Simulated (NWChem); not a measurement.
System: silene (CH4Si); SMILES C=[SiH2]

```xyz
6

C      0.0000     0.0000     1.1520
Si     0.0000     0.0000    -0.5466
H      0.0000     0.9176     1.7287
H      0.0000    -0.9176     1.7287
H      0.0000    -1.2448    -1.3446
H      0.0000     1.2448    -1.3446
```
Atoms are numbered in this order, from 1.

Level: PBE0-D3(BJ)/def2-TZVP (NWChem), optimised geometry, unscaled harmonic frequencies. 

**Question.** List the harmonic frequencies with IR intensities, and the thermochemistry.

**Answer.** 
```json
[
 {"frequency (cm⁻¹)": "472", "IR intensity (km/mol)": "5.7"},
 {"frequency (cm⁻¹)": "479", "IR intensity (km/mol)": "24.5"},
 {"frequency (cm⁻¹)": "732", "IR intensity (km/mol)": "0.0"},
 {"frequency (cm⁻¹)": "775", "IR intensity (km/mol)": "48.6"},
 {"frequency (cm⁻¹)": "824", "IR intensity (km/mol)": "64.4"},
 {"frequency (cm⁻¹)": "935", "IR intensity (km/mol)": "27.6"},
 {"frequency (cm⁻¹)": "1007", "IR intensity (km/mol)": "18.4"},
 {"frequency (cm⁻¹)": "1387", "IR intensity (km/mol)": "11.1"},
 {"frequency (cm⁻¹)": "2263", "IR intensity (km/mol)": "30.5"},
 {"frequency (cm⁻¹)": "2284", "IR intensity (km/mol)": "76.8"},
 {"frequency (cm⁻¹)": "3168", "IR intensity (km/mol)": "0.0"},
 {"frequency (cm⁻¹)": "3260", "IR intensity (km/mol)": "0.2"}
]
```

The zero-point energy is 25.1 kcal/mol, the thermal correction to the enthalpy at 298.15 K (with zero-point energy) is 28.0 kcal/mol and the heat capacity Cv is 11.6 cal/(mol K). The entropy at 298.15 K and 1 atm (symmetry number 2) comes out as 58.5 cal/(mol K) and the dipole moment comes out as 0.75 D.

Rigid rotor and harmonic oscillator.
